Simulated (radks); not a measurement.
Question: The mean radii <r> (bohr) of the occupied orbitals of an atom or ion are listed with their occupations. Calculated with a radial shooting solver on a logarithmic mesh with Libxc functionals: Dirac Kohn-Sham, PBEsol, spin-unpolarised, spherical densities, point nucleus.

orbital  occ.      <r>
1s1/2       2  0.04278
2s1/2       2   0.1886
2p1/2       2   0.1621
2p3/2       4   0.1660
3s1/2       2   0.5024
3p1/2       2   0.4932
3p3/2       4   0.5002
3d3/2       2   0.4612

Name the element and its charge. Open shells, if any, fill j = l - 1/2 first.

Answer: Z = 35, bromine, charge +15: Br15+ in [Ar] 3d2. The 1s radius gives Z: for a bare nucleus <r> = (2 gamma + 1)/(2Z) with gamma = sqrt(1 - (Z/c)^2), 0.04191 bohr for Z = 35, and screening makes it slightly larger (0.04278 here). The occupations add up to 20, and the charge is Z minus that.
